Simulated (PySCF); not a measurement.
## UHF on Sn⁺ (tin, charge +1)

Configuration: [Kr] 4d10 5s2 5p1, 2P determinant. All numbers are calculated (PySCF 2.14, scalar relativity through the core potential, in def2-SVP with the def2 core potential (28 electrons)).

| Property | Result |
| --- | --- |
| Total energy | -213.084290 hartree |
| One-electron energy | -369.7474 hartree |
| Hartree (Coulomb) energy | 173.5930 hartree |
| Exchange energy | -16.9298 hartree |
| ⟨S²⟩ | 0.7592 |
| ⟨L²⟩ | 2.027 |
| Sum of ⟨r⟩ | 25.70 bohr |
| Sum of ⟨r²⟩ | 43.70 bohr² |
| Traceless quadrupole moment −½Σ⟨3z² − r²⟩ along its main axis | -4.09 e·bohr² |
| Time after the integrals | 0.07 s of wall time on 1 thread of Neoverse-V1 (shared host) |

```
shell  electrons  mean orbital energy (eV)  spread (eV)  rms radius, mean of both spins (bohr)
 4s α          1                   -167.51            0                                  0.879
 4s β          1                   -167.39            0                                  0.879
 4p α          3                   -118.13        0.133                                  0.953
 4p β          3                   -118.01        0.519                                  0.953
 4d α          5                   -43.677        0.366                                   1.17
 4d β          5                   -43.557        0.594                                   1.17
 5s α          1                   -21.909            0                                   2.54
 5s β          1                   -19.906            0                                   2.54
 5p α          1                   -13.990            0                                   3.17
```

Energies and moments cover only the electrons outside the core potential.
